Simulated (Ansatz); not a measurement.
`C=[C]([AlH2])[GeH3]`, charge 0, multiplicity 1.

Problem. Give a relaxed structure at PBE0-D4/def2-TZVP (Ansatz 0.2.0). (Best estimate.)

Solution. The calculation gave: 
```xyz
11

C    -0.321    0.793    1.327
C    -0.168    0.123    0.176
Al   -1.783   -0.223   -0.847
Ge    1.620   -0.429   -0.352
H     0.510    1.047    1.988
H    -1.299    1.128    1.676
H    -3.150    0.312   -0.240
H    -1.733   -1.005   -2.227
H     2.639    0.030    0.710
H     1.993    0.185   -1.714
H     1.690   -1.961   -0.496
```
Point group Cs.
This is one stationary point; other conformers may exist.
